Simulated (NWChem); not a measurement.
# SbHOCl2; SMILES [OH][Sb]([Cl])[Cl]

```xyz
5

Sb     0.4402    -0.3719     0.0000
Cl    -1.0540     0.1944    -1.7935
Cl    -1.0540     0.1944     1.7935
O      1.5492     1.2839     0.0000
H      0.9907     2.0891     0.0000
```
Atoms are numbered in this order, from 1.

Program: NWChem. Geometry: optimised at PBE-D3(BJ)/def2-SVP (def2 core potentials past Kr).

### Question
Estimate the computed values for TPSS/3-21G, non-relativistic. Quantities: highest occupied level (eV); orbital gap (eV); dipole (D).

### Answer
The highest occupied level (eV) comes out as -7.50 and the orbital gap (eV) comes out as 4.80. The dipole (D) is 2.30.
